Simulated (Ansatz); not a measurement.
Basis sets compared for B₂N₂⁻ (the lowest doublet isomer of a short search). Total charge -1; doublet. Geometry PBE0-D4/def2-TZVPD. Ansatz on 4 threads of Arm Neoverse V2 on a shared host; times are rough, and most runs start from earlier orbitals.

```xyz
4

B     0.409   -0.232    1.929
B    -0.136    0.077   -0.642
N    -0.411    0.232   -1.937
N     0.139   -0.078    0.651
```

At HF/STO-3G the highest occupied level of the charge -1 doublet lies above zero (up to 1.03 eV). In Hartree–Fock with STO-3G the lack of diffuse functions raises the level. At PBE-D4/def2-SVPD, PBE-D4/def2-TZVPD the gap within one spin of the charge -1 doublet nearly closes, so an electron or hole may be smeared out by delocalisation error. The structure comes from a short search, and lower isomers may exist.

```
            level  functions  energy (Eh)  HOMO (eV)  LUMO (eV)  wall time
        HF/STO-3G         20    -156.0167       1.03      11.60      0.1 s
 PBE-D4/def2-SVPD         80    -158.8771      -0.46      -0.34      7.5 s
PBE0-D4/def2-SVPD         80    -158.8777      -1.37       0.81      2.5 s
```

**Question.** Estimate the rows for HF/def2-TZVPD, PBE-D4/def2-TZVPD, PBE0-D4/def2-TZVPD (with forces).

**Answer.** 
```tsv
level	functions	energy (Eh)	HOMO (eV)	LUMO (eV)	wall time
HF/def2-TZVPD	148	-158.3233	-4.20	4.59	1.9 s
PBE-D4/def2-TZVPD	148	-159.0451	-0.51	-0.38	14 s
PBE0-D4/def2-TZVPD (with forces)	148	-159.0467	-1.45	0.84	14 s
```
